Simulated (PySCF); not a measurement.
This PySCF input asks for the NMR shieldings of `CC(=O)[C@H](C=O)[O+](C)[AlH3-]`, C$_{5}$H$_{11}$AlO$_{3}$; the geometry comes from GFN2-xTB.

```python
import basis_set_exchange as bse
import numpy as np
from pyscf import gto, dft
from pyscf.prop import nmr

atoms = """
C     1.501087    1.312813    0.623060
C     1.643559   -0.156472    0.435201
O     2.591014   -0.821792    0.738424
C     0.491595   -0.818012   -0.403491
C     0.913604   -0.506252   -1.816799
O     0.496224    0.395169   -2.487894
O    -0.762300   -0.317942    0.006304
C    -1.822806   -0.370385   -0.936898
Al   -1.303425    0.085060    1.779392
H     2.362040    1.692679    1.166810
H     1.434146    1.793728   -0.353091
H     0.583704    1.552635    1.169471
H     0.543185   -1.901562   -0.238618
H     1.719478   -1.176386   -2.164245
H    -2.715040   -0.080330   -0.379432
H    -1.948742   -1.384458   -1.324006
H    -1.659214    0.329380   -1.757125
H    -2.575746   -0.826140    1.895459
H    -1.526676    1.639810    1.592455
H     0.029165   -0.430862    2.451986
"""
names = dict.fromkeys(["C", "O", "Al", "H"], "pcSseg-1")
basis = {el: gto.basis.parse(bse.get_basis(n, elements=[el], fmt="nwchem")) for el, n in names.items()}
mol = gto.M(atom=atoms, basis=basis, charge=0, verbose=0)
mf = dft.RKS(mol, xc="PBE0")
mf.grids.level = 2
mf.grids.alignment = dft.numint.BLKSIZE   # the property module wants whole blocks of grid points
mf.conv_tol = 1e-9
mf.kernel()

calc = nmr.RKS(mf)   # GIAO
C = mf.mo_coeff
Co = C[:, mf.mo_occ > 0]
resp = mf.gen_response(singlet=True, hermi=2)
def vind(x):   # induced exchange potential for any number of trial vectors
    d = np.einsum("pi,xij,qj->xpq", C, 2 * x.reshape(-1, C.shape[1], Co.shape[1]), Co, optimize=True)
    return np.einsum("xpq,pi,qj->xij", resp(d - d.transpose(0, 2, 1)), C, Co, optimize=True).ravel()
mo1, _ = nmr.rhf.solve_mo1(calc, with_cphf=vind)
sigma = calc.kernel(mo1)
for i, s in enumerate(sigma):   # ppm
    w = np.linalg.eigvalsh((s + s.T) / 2)
    print("%2d %-2s iso %8.1f  s11 %8.1f  s22 %8.1f  s33 %8.1f" % (i, mol.atom_pure_symbol(i), w.mean(), *w))
```

Task: Give the expected output.

Result: 
```
 0 C  iso    156.6  s11    133.7  s22    151.2  s33    184.8
 1 C  iso    -11.3  s11   -115.3  s22      2.6  s33     78.8
 2 O  iso   -366.9  s11   -979.6  s22   -424.3  s33    303.1
 3 C  iso     85.5  s11     64.3  s22     87.7  s33    104.6
 4 C  iso    -14.4  s11   -103.7  s22    -28.4  s33     88.9
 5 O  iso   -373.7  s11  -1049.5  s22   -453.1  s33    381.4
 6 O  iso    319.9  s11    270.7  s22    327.5  s33    361.4
 7 C  iso    125.6  s11     97.2  s22    100.4  s33    179.2
 8 Al iso    406.0  s11    388.2  s22    405.3  s33    424.6
 9 H  iso     29.5  s11     26.1  s22     27.5  s33     35.0
10 H  iso     29.3  s11     25.4  s22     30.1  s33     32.6
11 H  iso     27.4  s11     22.5  s22     27.1  s33     32.6
12 H  iso     26.6  s11     22.5  s22     25.5  s33     31.6
13 H  iso     22.1  s11     20.4  s22     21.2  s33     24.9
14 H  iso     27.2  s11     22.8  s22     26.4  s33     32.3
15 H  iso     28.5  s11     24.9  s22     25.6  s33     35.1
16 H  iso     26.6  s11     21.4  s22     26.5  s33     31.9
17 H  iso     27.5  s11     24.2  s22     26.2  s33     31.9
18 H  iso     27.0  s11     24.3  s22     26.1  s33     30.8
19 H  iso     27.7  s11     23.9  s22     28.0  s33     31.1
```

These numbers come from an equivalent density-fitted implementation of the same equations, which agrees with the script to about 0.01 ppm for H and up to a few tenths of a ppm for heavy atoms, so last digits may differ.

Size and cost of the density-fitted run: 215 basis functions, 110 s wall time on 1 thread of an AMD EPYC, shared host; peak memory 0.97 GiB.
